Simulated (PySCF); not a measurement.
# Electron correlation in Ba (barium, neutral)

[Xe] 5d2, high-spin 3F determinant (an excited configuration). Computed with PySCF 2.14 in def2-QZVPPD with the def2 core potential (46 electrons) (7s5p3d2f1g, 60 functions), with scalar relativity through the core potential. Frozen: nothing; 10 electrons correlated.

```csv
level,correlation energy (mhartree)
CCSD,-195.65
(T),-6.16
CCSD(T),-201.81
```

Diagnostics: T1 = 0.0089, D1 = 0.0208, largest double amplitude 0.058.

Task: Is a single reference adequate?

Result: Yes, within this model without spin-orbit coupling: T1 lies below 0.03 and no double amplitude reaches 0.07.

The basis has no tight functions for the innermost shells, so their pair energies are far from complete.

This basis was not built for core-valence correlation, so the inner-shell part is incomplete.
